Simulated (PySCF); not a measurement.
**Peak assignment**

Atom-mapped SMILES (the numbers label the heavy atoms): `[CH2:1]=[C:2](/[CH:3]=[N:4]\[CH3:5])[C:6]([CH3:7])([CH3:8])[CH3:9]` (H(Xn): hydrogen on atom n). Ha(C1) is cis to C3; Hb(C1) is trans to C3.

- geometry from GFN2-xTB
- GIAO PBE0/pcSseg-1 shieldings
- program: PySCF
- gas phase, one conformer, non-relativistic, one averaged value for each set of equivalent atoms

References, each an isolated molecule treated in the same way: TMS for 13C (186.93 ppm) and 1H (31.72 ppm).

Task: Assign these signals to the numbered atoms. 13C{1H} NMR (computed): δ 168.6 (CH), 159.5 (C), 118.5 (CH2), 43.8 (CH3), 37.4 (C), 30.6 (CH3).

Result: 
168.6 → C3, C=N carbon
159.5 → C2, fully substituted alkene carbon: an sp2 carbon of a C=C bond
118.5 → C1, terminal =CH2 carbon: an sp2 carbon of a C=C bond
43.8 → C5, methyl carbon bonded to N: deshielded by the electronegative neighbour
37.4 → C6, allylic quaternary sp3 carbon: aliphatic region, no heteroatom directly attached
30.6 → C7/C8/C9, methyl carbon: a saturated carbon with 1 carbon neighbour and no heteroatom attached

Task: Assign these signals to the numbered atoms. 1H NMR (400 MHz, computed): δ 8.50 (s, 1H), 5.47 (br s, 1H), 4.96 (br s, 1H), 3.70 (s, 3H), 1.17 (s, 9H).

Result: 
| δ (ppm) | atoms | environment | reason |
| --- | --- | --- | --- |
| 8.50 | H(C3) | hydrogen on a C=N carbon | – |
| 5.47 | Hb(C1) | hydrogen on a terminal =CH2 carbon | olefinic region |
| 4.96 | Ha(C1) | hydrogen on a terminal =CH2 carbon | – |
| 3.70 | H(C5) | hydrogen on a methyl carbon bonded to N | its carbon carries N, an electronegative neighbour |
| 1.17 | H(C7)/H(C8)/H(C9) | hydrogen on a methyl carbon | – |

Shifts are as computed. Against solution values, carbons near 30 ppm lie about +3 ppm off and those near 130 ppm about +5 ppm. Of 1211 compounds with measured shifts, 218 miss one by over three times the rms of a fit or turn the order of signals round; such compounds aren't used in these exercises. No couplings were computed; multiplicities are counted from neighbouring protons, with m where these are inequivalent, close in shift, in a saturated or five-membered ring or joined by F or P, and br s for small geminal =CH2 splittings.
